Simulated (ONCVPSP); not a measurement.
# What one change does to a pseudopotential (germanium (Ge), ONCV)

* Element: Ge
* Generator: ONCVPSP 4.0.1
* Type: optimised norm-conserving Vanderbilt (ONCV)
* Functional: Wu-Cohen
* Relativity: scalar-relativistic
* Frozen core: [Ar] 3d10
* Valence charge: 4
* Reference configuration: 4s2 (charge +2)
* Partial waves: 4s: rc 1.75 bohr, ncon 3, nbas 6, qcut 4.1 1/bohr, 1 projector; p scattering state at 0.04 Ha: rc 1.35 bohr, ncon 4, nbas 9, qcut 5.1 1/bohr, 2 projectors, debl 1.7 Ha
* Local potential: polynomial inside 0.90 bohr (lpopt 2, dvloc0 6 Ha)
* Core correction: Teter function, fcfact 5, rcfact 1.5

In the p channel the program set the typed energies aside and used 0.050, 1.750 Ha.

Change: reference 4s2 4p1; wave p scattering state at 0.04 Ha: rc 1.35 bohr, ncon 4, nbas 9, qcut 5.1 1/bohr, 2 projectors, debl 1.7 Ha becomes 4p: rc 1.35 bohr, ncon 4, nbas 9, qcut 5.1 1/bohr, 2 projectors, debl 1.7 Ha.

Cutoffs: the cutoffs (Ha) at which the residual kinetic energy of the hardest occupied pseudo-wave falls to 1 and 0.1 mHa per electron; they do not see the model core or the augmentation charge, which bear on the density cutoff. Errors are all-electron minus pseudo energies relative to the spin-unpolarised reference configuration.

Problem. What does the change do?

Solution. The potential gets harder (8.3 Ha and 26 Ha → 116 Ha and 150 Ha); both files keep a bound ghost (p).

```csv
quantity,base,changed
"cutoff, loose",8.3 Ha,116 Ha
"cutoff, tight",26 Ha,150 Ha
bound ghosts,p,p
GHOST(+) flags under 300 eV,none,none
"largest error over its own tests, meV",-310,-509
s: phases at 1.78 bohr within 0.05 rad from the reference energy up to (Ha; the scan ends near 5),0.3,0.6
p: phases at 1.37 bohr within 0.05 rad from the reference energy up to (Ha; the scan ends near 5),to the end of the scan,to the end of the scan
"rms error of d²Exc/dni dnj with the model core, mHa",7.53,3.20
```

 A true bound ghost makes a file unfit for plane-wave use even where its test errors are small: the radial tests pick states by their node count and pass the ghost by.
